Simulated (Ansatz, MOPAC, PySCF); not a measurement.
Molecule: SnH$_{3}$, net charge 1, singlet state. SMILES: [SnH3+]
Geometry: optimised at B3LYP-D3(BJ)/def2-TZVP (Ansatz, a first-principles code).

Unscaled harmonic wavenumbers (cm⁻¹) in rising order, each level at the stationary point that it reaches from this structure (no distance between atoms moves by over 0.3 Å); the order of modes can differ between levels, and a negative number is imaginary. B3LYP-D3(BJ)/def2-TZVP (PySCF, at the structure above): 668, 672, 672, 1969, 2026, 2026.

PM3 (MOPAC): 619, 658, 658, 2121, 2203, 2203. Zero-point energy 12.1 against 11.5 kcal/mol; where all levels lie over 400 cm⁻¹, the wavenumbers are on average 1.023 times those of B3LYP-D3(BJ)/def2-TZVP.

PM6 (MOPAC): 694, 734, 734, 2425, 2477, 2477. Zero-point energy 13.6 against 11.5 kcal/mol; where all levels lie over 400 cm⁻¹, the wavenumbers are on average 1.150 times those of B3LYP-D3(BJ)/def2-TZVP.

HF/6-31G* with LANL2DZ past Ar (Ansatz): 713, 764, 764, 2063, 2083, 2083. Zero-point energy 12.1 against 11.5 kcal/mol; where all levels lie over 400 cm⁻¹, the wavenumbers are on average 1.074 times those of B3LYP-D3(BJ)/def2-TZVP.
